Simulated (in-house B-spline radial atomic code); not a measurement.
How numerical settings move a run on Ar IV (Ar3+), [Ne] 3s2 3p3. Computed with an all-electron radial atomic-structure program (B-spline basis): Dirac-Kohn-Sham PBE, spherical fractional occupations, Fermi nucleus of rms radius 3.4274 fm.

Command:
```bash
python run_scf.py task.json out
```
Settings of the sound reference run:
```
Z                18
electrons        15
configuration    [Ne] 3s2 3p3
hamiltonian      dirac
method           pbe,pbe
spin_polarised   False
nucleus          fermi
rms_radius       3.4274
mass_number      40
atomic_mass      39.96238
speed_of_light   137.036
knot_spacing     0.22
spline_order     8
gauss_points     12
box_radius       16.22
max_iterations   70
damping          0.5
damped_steps     3
diis_vectors     10
tolerance        1e-08
start            Thomas-Fermi
```

Cost of the run: 1.2 s on 1 thread of Arm Neoverse N1 (shared host).

It converges in 8 iterations to -526.023091 hartree, with 3p3/2 at -49.8527 eV. The other runs change the listed settings, some to values that make no sense; their results aren't properties of the atom or ion. Radii are in bohr (the nuclear one in fm), a minus after a letter asks for a j subshell, and «unchanged» means within 1e-8 hartree. The run stops when the residual is below 10 × tolerance × max(1, Z/10), or a noise floor if that is larger, and the energy moves by less than 1e-8 × √|E| hartree; so very loose and very tight tolerances often act alike.

| changed settings | outcome |
| --- | --- |
| first_knot = 0.0556 | converged in 9 iterations, energy +7.76e-02 hartree from the reference, 3p3/2 level +1.9e-02 eV |
| knot_spacing = 0.3 | converged in 8 iterations, energy +3.82e-06 hartree from the reference, 3p3/2 level +2.9e-05 eV |
| first_knot = 0.0167 | converged in 8 iterations, energy +4.87e-03 hartree from the reference, 3p3/2 level +8.2e-04 eV |
| knot_spacing = 0.4 | converged in 8 iterations, energy +1.01e-04 hartree from the reference, 3p3/2 level -4.1e-04 eV |
| first_knot = 0.00556 | converged in 8 iterations, energy -1.02e-04 hartree from the reference, 3p3/2 level +8.2e-05 eV |
| method = revtpss,revtpss | stopped with error: meta-GGAs are not served with the Dirac Hamiltonian |
| knot_spacing = 0.55, max_iterations = 50, diis_vectors = 1, tolerance = 1e-06, start = bare nucleus | converged in 15 iterations, energy +5.62e-03 hartree from the reference, 3p3/2 level -2.8e-03 eV |
| knot_spacing = 0.15 | converged in 8 iterations, energy -3.27e-06 hartree from the reference, 3p3/2 level -1.6e-05 eV |
| electrons = 18, configuration = [Ne] 3s2 3p3 4s3, max_iterations = 60 | stopped with error: shell 4s holds at most 2 electrons |
| knot_spacing = 0.1 | converged in 8 iterations, energy -3.35e-06 hartree from the reference, 3p3/2 level -1.7e-05 eV |
| box_radius = 4.87, max_iterations = 100, damping = 0.2, damped_steps = 1 | converged in 7 iterations, energy +5.60e-04 hartree from the reference, 3p3/2 level +2.1e-02 eV (the program warns: 3p3/2 reaches the box edge; 3s1/2 reaches the box edge) |
| knot_spacing = 1 | converged in 8 iterations, energy +7.46e-01 hartree from the reference, 3p3/2 level -1.9e-01 eV (the program warns: 2s1/2 reaches the box edge; 2p1/2 reaches the box edge) |
| knot_spacing = 2 | converged in 8 iterations, energy +1.19e+01 hartree from the reference, 3p3/2 level -5.2e-01 eV (the program warns: 1s1/2 reaches the box edge; 2s1/2 reaches the box edge) |
| knot_spacing = 1.4, box_radius = 64.88, first_knot = 5.56e-05, max_iterations = 50 | converged in 8 iterations, energy +2.68e+00 hartree from the reference, 3p3/2 level -9.7e-01 eV |
| electrons = 16, configuration = [Ne] 3s2 3p3 4p-1, max_iterations = 50 | converged in 9 iterations to -526.5842 hartree, a different physical problem (warning: 4p1/2 reaches the box edge) |
| knot_spacing = 0.55 | converged in 8 iterations, energy +5.62e-03 hartree from the reference, 3p3/2 level -2.9e-03 eV |

Q: What happens with first_knot = 5.56e-06?

A: Converged in 10 iterations, energy -4.80e-08 hartree from the reference, 3p3/2 level -1.5e-05 eV.

Q: What happens with knot_spacing = 0.75?

A: Converged in 8 iterations, energy +1.49e-01 hartree from the reference, 3p3/2 level -1.7e-02 eV.

Q: What happens with first_knot = 0.167?

A: Converged in 9 iterations, energy +1.16e+00 hartree from the reference, 3p3/2 level +4.1e-01 eV.

Q: What happens with first_knot = 5.56e-05?

A: Converged in 8 iterations, energy -2.00e-06 hartree from the reference, 3p3/2 level -1.5e-06 eV.
